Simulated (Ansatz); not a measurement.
Calculation: r2SCAN-D4/def2-SVP (Ansatz, a first-principles code). No frequencies were computed at this level.

Ansatz 0.2 input:
```yaml
crystal:
  periodic: [false, false, false]
  atoms:
    - { symbol: Cd, position_ang: [-0.316319, -0.535103, -0.435089] }
    - { symbol: O, position_ang: [-1.379305, 0.392275, 0.862877] }
    - { symbol: H, position_ang: [-2.309659, 0.178634, 0.960609] }
    - { symbol: Br, position_ang: [2.006079, -0.010128, -0.687486] }
basis:
  gaussian: { orbitals: def2-svp }
hamiltonian:
  xc: r2scan
  dispersion: d4
relax:
  max_steps: 150
```

Output:

```
Functional definition: r2SCAN
854 factors; their error is unknown
mean field evaluation 1: about -76656.8079 eV, gradient 6.2e1 eV
mean field evaluation 2: about -76535.7370 eV, gradient 1.9e2 eV
mean field evaluation 4: about -76663.4023 eV, gradient 2.3e1 eV
mean field evaluation 8: about -76664.7066 eV, gradient 6.4e-2 eV
mean field evaluation 16: about -76664.6431 eV, gradient 6.0e-5 eV
mean field -76664.64312236 eV, -2817.3736695853 hartree, gradient 6.0e-5 eV, S^2 0.000000; 0 other end points of the search recorded, 0 dependent functions left out
reference -76664.64313404 eV, -2817.3736700145 hartree; 32, 32 occupied and 50, 50 virtual orbitals, 854 factors
relax step   1: F+E_penalty+E_count = -76664.65968877 eV  Δ(F+E_penalty+E_count) = +0.000e0 eV  max|allowed force component| = 1.144e0 eV/Å  Δτ_max = 0.0000 Å  (28 SCF iters, accepted)
these checks for a lower state are left out or cut short: starts, cluster_reference, orbital_swaps, neighbouring_geometries, increment
854 factors; their error is unknown
mean field -76664.95587431 eV, -2817.3851630073 hartree, gradient 1.7e-5 eV, S^2 0.000000; 0 other end points of the search recorded, 0 dependent functions left out
reference -76664.95588588 eV, -2817.3851634325 hartree; 32, 32 occupied and 50, 50 virtual orbitals, 854 factors
relax step   2: F+E_penalty+E_count = -76664.97187526 eV  Δ(F+E_penalty+E_count) = -3.122e-1 eV  max|allowed force component| = 5.641e-1 eV/Å  Δτ_max = 0.1986 Å  (36 SCF iters, accepted)
these checks for a lower state are left out or cut short: starts, cluster_reference, orbital_swaps, neighbouring_geometries, increment
854 factors; their error is unknown
mean field evaluation 32: about -76665.1623 eV, gradient 3.5e-4 eV
mean field -76665.16228181 eV, -2817.3927483432 hartree, gradient 1.8e-5 eV, S^2 0.000000; 0 other end points of the search recorded, 0 dependent functions left out
reference -76665.16229333 eV, -2817.3927487666 hartree; 32, 32 occupied and 50, 50 virtual orbitals, 854 factors
relax step   3: F+E_penalty+E_count = -76665.17793628 eV  Δ(F+E_penalty+E_count) = -2.061e-1 eV  max|allowed force component| = 5.280e-1 eV/Å  Δτ_max = 0.1962 Å  (35 SCF iters, accepted)
these checks for a lower state are left out or cut short: starts, cluster_reference, orbital_swaps, neighbouring_geometries, increment
854 factors; their error is unknown
mean field -76665.30315216 eV, -2817.3979252329 hartree, gradient 1.2e-5 eV, S^2 0.000000; 0 other end points of the search recorded, 0 dependent functions left out
reference -76665.30316375 eV, -2817.3979256591 hartree; 32, 32 occupied and 50, 50 virtual orbitals, 854 factors
relax step   4: F+E_penalty+E_count = -76665.31863868 eV  Δ(F+E_penalty+E_count) = -1.407e-1 eV  max|allowed force component| = 6.017e-1 eV/Å  Δτ_max = 0.1948 Å  (36 SCF iters, accepted)
these checks for a lower state are left out or cut short: starts, cluster_reference, orbital_swaps, neighbouring_geometries, increment
854 factors; their error is unknown
mean field -76665.39259959 eV, -2817.4012123654 hartree, gradient 2.4e-5 eV, S^2 0.000000; 0 other end points of the search recorded, 0 dependent functions left out
reference -76665.39261115 eV, -2817.4012127901 hartree; 32, 32 occupied and 50, 50 virtual orbitals, 854 factors
relax step   5: F+E_penalty+E_count = -76665.40810152 eV  Δ(F+E_penalty+E_count) = -8.946e-2 eV  max|allowed force component| = 4.281e-1 eV/Å  Δτ_max = 0.1999 Å  (34 SCF iters, accepted)
these checks for a lower state are left out or cut short: starts, cluster_reference, orbital_swaps, neighbouring_geometries, increment
854 factors; their error is unknown
mean field -76665.40257562 eV, -2817.4015789779 hartree, gradient 2.1e-5 eV, S^2 0.000000; 0 other end points of the search recorded, 0 dependent functions left out
reference -76665.40258721 eV, -2817.4015794037 hartree; 32, 32 occupied and 50, 50 virtual orbitals, 854 factors
relax step   6: F+E_penalty+E_count = -76665.41809148 eV  Δ(F+E_penalty+E_count) = -9.990e-3 eV  max|allowed force component| = 1.588e-1 eV/Å  Δτ_max = 0.0923 Å  (28 SCF iters, accepted)
these checks for a lower state are left out or cut short: starts, cluster_reference, orbital_swaps, neighbouring_geometries, increment
854 factors; their error is unknown
mean field evaluation 64: about -76665.4041 eV, gradient 8.0e-2 eV
mean field -76665.40413458 eV, -2817.4016362684 hartree, gradient 2.6e-5 eV, S^2 0.000000; 0 other end points of the search recorded, 0 dependent functions left out
reference -76665.40414615 eV, -2817.4016366937 hartree; 32, 32 occupied and 50, 50 virtual orbitals, 854 factors
relax step   7: F+E_penalty+E_count = -76665.41965735 eV  Δ(F+E_penalty+E_count) = -1.566e-3 eV  max|allowed force component| = 5.207e-2 eV/Å  Δτ_max = 0.0170 Å  (29 SCF iters, accepted)
these checks for a lower state are left out or cut short: starts, cluster_reference, orbital_swaps, neighbouring_geometries, increment
854 factors; their error is unknown
mean field -76665.40418284 eV, -2817.4016380420 hartree, gradient 2.4e-5 eV, S^2 0.000000; 0 other end points of the search recorded, 0 dependent functions left out
reference -76665.40419441 eV, -2817.4016384671 hartree; 32, 32 occupied and 50, 50 virtual orbitals, 854 factors
relax step   8: F+E_penalty+E_count = -76665.41971239 eV  Δ(F+E_penalty+E_count) = -5.504e-5 eV  max|allowed force component| = 1.155e-2 eV/Å  Δτ_max = 0.0051 Å  (30 SCF iters, accepted)
these checks for a lower state are left out or cut short: starts, cluster_reference, orbital_swaps, neighbouring_geometries, increment
854 factors; their error is unknown
mean field -76665.40420917 eV, -2817.4016390096 hartree, gradient 9.3e-6 eV, S^2 0.000000; 0 other end points of the search recorded, 0 dependent functions left out
reference -76665.40422074 eV, -2817.4016394349 hartree; 32, 32 occupied and 50, 50 virtual orbitals, 854 factors
relax step   9: F+E_penalty+E_count = -76665.41973952 eV  Δ(F+E_penalty+E_count) = -2.713e-5 eV  max|allowed force component| = 2.033e-3 eV/Å  Δτ_max = 0.0019 Å  (24 SCF iters, accepted)
854 factors; their error is unknown
mean field evaluation 96: about -76665.4042 eV, gradient 2.2e-2 eV
mean field -76665.40420917 eV, -2817.4016390096 hartree, gradient 9.3e-6 eV, S^2 0.000000; 1 other end points of the search recorded, 0 dependent functions left out
reference -76665.40422074 eV, -2817.4016394349 hartree; 32, 32 occupied and 50, 50 virtual orbitals, 854 factors
Total energy: -76665.41975109 eV, -2817.4022101645 hartree
Atom 0 at    -0.013359     0.039193     0.044199 Å, force     0.000185     0.000296     0.000237 eV/Å
Atom 1 at    -1.670364     0.450539     1.020137 Å, force     0.002033     0.000407    -0.000274 eV/Å
Atom 2 at    -2.395296    -0.106196     0.701084 Å, force    -0.001469    -0.000781    -0.000294 eV/Å
Atom 3 at     2.079815    -0.357857    -1.064508 Å, force    -0.000748     0.000077     0.000331 eV/Å
Dipole moment:    -0.338496    -0.161695    -0.049470 e Å
```

Cost: around 30 core-seconds (rough).
